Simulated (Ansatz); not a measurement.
C3H9NSi, SMILES `C/C(N)=C\[SiH3]` at its PBE0-D4/def2-TZVP geometry, where that method's forces vanish. Total charge 0; spin multiplicity 1.

```xyz
14

C     1.0583   -0.4963    0.9392
C     0.6585    0.2926   -0.2669
N     1.7152    0.9313   -0.8740
C    -0.6167    0.4178   -0.6839
Si   -2.0916   -0.3155    0.1368
H     0.2039   -0.9818    1.4085
H     1.7806   -1.2740    0.6700
H     1.5339    0.1543    1.6787
H     1.5508    1.3149   -1.7895
H     2.6292    0.5298   -0.7520
H    -0.7908    1.0184   -1.5756
H    -3.3018    0.0348   -0.6551
H    -2.3020    0.1777    1.5301
H    -2.0275   -1.8041    0.2337
```

Question: What forces (eV/Å) does B3LYP-D4/def2-TZVPP give on these atoms in Ansatz 0.2.0? (Estimate.)

Answer: Ansatz gave: 
```
C1   0.032 -0.123  0.185
C2  -0.174 -0.021  0.005
N3   0.184  0.108 -0.115
C4  -0.057  0.045 -0.078
Si5 -0.174 -0.054  0.044
H6   0.091  0.024 -0.013
H7  -0.028  0.030  0.026
H8  -0.020 -0.045 -0.023
H9   0.031  0.006 -0.010
H10  0.021  0.020 -0.027
H11  0.012 -0.034  0.052
H12  0.071 -0.021  0.047
H13  0.015 -0.031 -0.088
H14 -0.003  0.096 -0.005
```

B3LYP here is the variant with VWN-RPA as its local correlation; programs differ in this.
